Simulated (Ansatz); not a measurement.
The same path of CH2BF2 (6 atoms, charge 1, multiplicity 1) was run twice with different band settings. The coordinate that changes most is the dihedral H5–C1–B2–F4.

Method: RKS PBE0/cc-pVDZ in Ansatz 0.2.0.

Relaxed end points:

```xyz
6
Properties=species:S:1:pos:R:3
C -0.304 0.714 -0.147
B 0.310 -0.730 0.151
F 0.194 -1.156 1.372
F 0.864 -1.331 -0.859
H 0.286 1.644 -0.043
H -1.351 0.858 -0.473
```

```xyz
6
Properties=species:S:1:pos:R:3
C -0.304 0.714 -0.147
B 0.311 -0.730 0.150
F 0.196 -1.155 1.372
F 0.862 -1.332 -0.859
H -1.352 0.859 -0.471
H 0.287 1.644 -0.045
```

Common settings: movable images 5; climbing image yes; spring 5.0 eV/Å²; start path through a guess of the saddle point; force threshold 0.03 eV/Å; iteration limit 60; end points relaxed.

| run | optimiser |
| --- | --- |
| 1 | quadratic models (default) |
| 2 | fire |

Problem. What does each run give, and how far can it be trusted?

Solution. Run 1: converged after 16 iterations, highest image 0.262 eV above the first end. A vibrational analysis at the climbing image gives one clearly imaginary mode, 284i cm⁻¹: a first-order saddle point.
Run 2: converged after 59 iterations, highest image 0.262 eV above the first end. Another band between the same ends (5 images) ends at a top of the same energy, where a vibrational analysis finds 1 clearly imaginary mode.
Limits of this set-up: the dipole of an ion depends on the origin.
